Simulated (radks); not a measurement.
These are the eigenvalues of the occupied orbitals of an atom or ion with whole-number occupations (eV). Method: scalar-relativistic Kohn-Sham, PBE, spin-polarised, spherical densities, finite nucleus; Fermi nuclear charge, rms radius of each element as measured or else 0.836 A^(1/3) + 0.57 fm; computed with a radial shooting solver on a logarithmic mesh with Libxc functionals.

1s down: -25368.67
1s up: -25368.66
2s up: -3769.233
2s down: -3768.824
2p up: -3385.010
2p down: -3384.699
3s up: -723.2509
3s down: -723.0505
3p up: -597.0699
3p down: -596.8393
3d up: -398.1516
3d down: -397.7865
4s up: -134.4356
4s down: -132.8282
4p up: -97.5951
4p down: -95.9400
4d up: -44.4769
4d down: -42.8741

Which element is it, and in what charge state? The configuration may be excited. Open shells, if any, are filled with parallel spins first.

Answer. Z = 47, silver, charge +3: Ag3+ in [Kr] 4d8. The list shows which subshells hold electrons but not how many an open one holds; the 1s level, -932.28 hartree, gives Z - s = 43.2 by -(Z - s)^2/2, which with screening and relativity narrows Z to a few neighbours, and the depths of the outer levels then fix element, charge and occupations together.
